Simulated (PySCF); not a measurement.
A GIAO shielding run with PySCF 2.14.0 with density-fitted response routines (density fitting, non-relativistic, gas phase) on SMILES C[C@@H](F)[Si@@H](F)C=O, C₃H₆F₂OSi:

```
$ OMP_NUM_THREADS=1 python probes_run.py task.json out

{"job": {"kind": "nmr", "xc": "PBE0", "basis": "pcSseg-1"}, "charge": 0, "multiplicity": 1}
C     -1.456256     0.136330    -0.808438
C     -0.903505    -0.490694     0.464843
F     -1.421259    -1.778854     0.591038
Si     1.014393    -0.613477     0.513035
F      1.538955    -1.090131    -0.937926
C      1.771067     1.142090     0.694380
O      1.424081     1.962965     1.503834
H     -1.099744    -0.402270    -1.683367
H     -1.135777     1.172898    -0.871894
H     -2.543871     0.101383    -0.799424
H     -1.286243     0.048156     1.340211
H      1.503134    -1.580515     1.475836
H      2.590637     1.392604    -0.014224
```

Hardware: 1 thread of an Arm Neoverse N1, shared host. The job also computes population analyses, field gradients.

Task: How large is the calculation?

Result: 64 electrons, 156 basis functions and 833 auxiliary functions.

Task: How long does it take, and how much memory does it need?

Result: 28 s of wall time, with 14 SCF cycles and 5 response iterations; peak memory 0.72 GiB. Times on a shared host scatter by some tens of per cent.
